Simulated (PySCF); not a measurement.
C₁₁H₉F.
Z-matrix (Å and degrees, GFN2-xTB geometry), rows numbered from 1:
```
C 
C   1  1.3332
C   2  1.4711  1  127.18
C   3  1.4872  2  123.38  1    -0.04
C   3  1.3480  2  109.09  1   180.00
C   5  1.4514  3  109.86  2     0.01
C   6  1.3819  5  131.46  3   179.94
C   7  1.3890  6  118.68  5  -179.95
C   8  1.3829  7  119.54  6    -0.04
F   9  1.3536  8  118.56  7  -179.96
C   9  1.3890  8  123.06  7     0.01
C  11  1.3775  9  117.01  8     0.05
H   1  1.0765  2  121.77  3    -0.02
H   1  1.0765  2  121.57  3  -179.99
H   4  1.0900  3  110.50  2    59.57
H   4  1.0900  3  110.47  2   -59.81
H   4  1.0869  3  110.38  2   179.89
H   5  1.0754  3  126.32  2   179.99
H   7  1.0797  6  121.10  5     0.03
H   8  1.0789  7  121.17  6   179.99
H  11  1.0784  9  120.07  8  -179.96
```

Definitions: NICS(0) = −σiso at the ring centroid; NICS(1) = −σiso and NICS(1)zz = −σzz at ±1 Å along the ring normal z. Level: GIAO PBE0/pcSseg-1 (PySCF, non-relativistic, gas phase) on the GFN2-xTB geometry, one conformer.

Ring bond lengths (Å), with Mayer bond orders in brackets: C2–C3 1.471 (1.08), C3–C5 1.348 (1.71), C5–C6 1.451 (1.08), C6–C12 1.411 (1.35), C12–C2 1.467 (0.99); C6–C7 1.382 (1.40), C7–C8 1.389 (1.39), C8–C9 1.383 (1.46), C9–C11 1.389 (1.39), C11–C12 1.378 (1.40), C12–C6 1.411 (1.35).

**Question.** Give the NICS values of each ring in ppm.

**Answer.** 
```
               ring                                                                type  NICS(0)  NICS(1), two faces  NICS(1)zz, two faces  rms pucker (Å)  centre to ring atoms, mean (Å)
    C2–C3–C5–C6–C12  5-membered carbocycle; formal bonds 1 aromatic, 1 double, 3 single      4.1         -1.6 / -1.6             4.3 / 4.3            0.00                            1.22
C6–C7–C8–C9–C11–C12                    6-membered carbocycle; formal bonds all aromatic     -8.4         -9.9 / -9.9         -22.6 / -22.6            0.00                            1.39
```

**Question.** What can be read from them?

**Answer.** 
- C2–C3–C5–C6–C12: mean NICS(1)zz 4.3 ppm, deshielded. That is too small in size for a clear verdict by the NICS criterion, though in fused rings the probe also feels the neighbouring ring. NICS(0) lies 6 ppm above the mean NICS(1).
- C6–C7–C8–C9–C11–C12: mean NICS(1)zz -22.6 ppm, shielded, aromatic by this magnetic criterion (flat ring, no four-coordinate atom), though in fused rings the probe also feels the neighbouring ring.

**Question.** And the bond-length index? HOMA takes Krygowski's 1993 parameters.

**Answer.** 
- C2–C3–C5–C6–C12: HOMA 0.01 = 1 − EN − GEO, with mean bond length 1.430 Å, EN = α(Ropt − mean)² = 0.447 and GEO = α × variance = 0.548. The geometric and the magnetic index point the same way.
- C6–C7–C8–C9–C11–C12: HOMA 0.97 = 1 − EN − GEO, with mean bond length 1.389 Å, EN = α(Ropt − mean)² = 0.000 and GEO = α × variance = 0.030. The geometric and the magnetic index point the same way.

**Question.** Give the inner angles of the rings and the Hirshfeld charges of the ring atoms.

**Answer.** 
- C2–C3–C5–C6–C12: C2 105.7° (-0.002 e), C3 109.1° (+0.002 e), C5 109.9° (-0.057 e), C6 107.8° (-0.016 e), C12 107.6° (-0.007 e); sum 540.0° against 540° for a flat convex ring.
- C6–C7–C8–C9–C11–C12: C6 120.8° (-0.016 e), C7 118.7° (-0.050 e), C8 119.5° (-0.070 e), C9 123.1° (+0.082 e), C11 117.0° (-0.066 e), C12 120.9° (-0.007 e); sum 720.0° against 720° for a flat convex ring.
